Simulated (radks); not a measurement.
Question: Numerical settings for the gold ion Au45+, [Ar] 3d10 4s2 4p4. Method: scalar-relativistic Kohn-Sham, PBEsol, spin-unpolarised, spherical densities, point nucleus; computed with a radial shooting solver on a logarithmic mesh with Libxc functionals. The defaults (mesh step 0.008 in ln r, mesh end at 40 bohr or more with all orbitals vanishing there, Anderson mixing 0.5 over 9 steps, residual threshold near 1e-9 with the energy settled to 1e-9 hartree or 1e-11 of itself, here a cap of 72 iterations) give E = -17622.585 hartree and 4p at -2396.3 eV in 14 iterations. Run on one thread of a shared host, so times are rough (Arm Neoverse V1): 0.1 s of CPU time, 0.1 s wall, 14 iterations on 2476 mesh points. One setting is changed at a time: mesh step in ln r 0.012; mesh step in ln r 0.005; mesh step in ln r 0.05; mesh end (bohr) 20; mesh end (bohr) 3; residual threshold 0.001; residual threshold 1e-05; mixing 1; linear mixing, mixing 1; linear mixing, mixing 0.5; mixing history 3; iteration cap 5. Which runs fail to converge, and which converge to a wrong energy?

Answer: Not converged within the cap: iteration cap 5. No run marked as converged misses the energy by more than 1 mhartree.
